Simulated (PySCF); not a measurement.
silene anion (CH₄Si), SMILES C=[SiH2] (connectivity only; charge and spin as stated), charge -1, multiplicity 2.

The structure is a stationary point at PBE-D3(BJ)/def2-TZVPD. The spin state was assumed, not searched.

Level of theory: PySCF with SMD-M06-2X/def2-SVPD.

Solvation free energies are E(SMD) − E(gas) at the gas-phase geometry, for 1 M in both phases.

| solvent | ΔG(solv) (kcal/mol) | its non-electrostatic (CDS) part |
|---|---|---|
| water | -54.2 | 3.3 |
| benzene | -31.7 | 0.3 |
| dimethylsulfoxide | -55.0 | 2.0 |
